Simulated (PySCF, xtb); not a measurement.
CH₂BF₃O, SMILES OBC(F)(F)F.

GFN2-xTB (xtb 6.7.1) at its own geometry gives an orbital gap of 5.13 eV and a dipole moment of 3.03 D.

Geometry: B3LYP-D3(BJ)/def2-SVP. Other conformers were not sampled.

Problem. What does PySCF with CAM-B3LYP/def2-TZVP give? (Estimate from the structure and the level; the computed values follow.)

Solution. gap 11.06 eV (levels -11.14 and -0.08 eV), dipole 1.33 D.
